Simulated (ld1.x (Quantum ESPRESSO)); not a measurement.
# Transferability test, RRKJ potential for carbon

ld1.x (Quantum ESPRESSO) 7.5 input, shortened:

```
&input
   title='C', zed=6., rel=2, dft='PZ', iswitch=3,
   config='[He] 2s2 2p0.5', rel_dist='average'
 /
 &inputp
   pseudotype=2, tm=.false., lloc=1,
   nlcc=.true., new_core_ps=.true.
 /
2
2S  1  0   2.00   0.00  1.15  1.15  0.0
2P  2  1   0.50   0.00  1.35  1.35  0.0
 &test
   configts(1)='2s2 2p0.5'
 /
```

Open shells are filled in proportion to 2j + 1 (rel_dist='average').

Energies are relative to the spin-unpolarised reference configuration 2s2 2p0.5; without spin polarisation the order of configurations can differ from experiment. The p channel is local and has no spin–orbit splitting in the pseudo-atom.

```csv
valence configuration,charge,ΔE all-electron (eV),error AE − PS (meV)
2s2 2p2,0,-21.275,+0.2
2s2 2p1,+1,-10.288,+1.2
2s2 2p0,+2,13.972,+4.1
2s1 2p0,+3,61.942,+80
2s1 2p3,0,-13.034,-7.6
```

What are ΔE and the potential's error for 2s0 2p4?

ΔE = -4.758 eV all-electron; the error (AE − PS) is -9.4 meV.

What are ΔE and the potential's error for 2s2 2p1.5?

ΔE = -17.247 eV all-electron; the error (AE − PS) is +1.8 meV.

Levels in the configuration 2s1 2p0:

```csv
level,all-electron (eV),pseudo (eV)
2s j=1/2,-55.870,-55.728
```
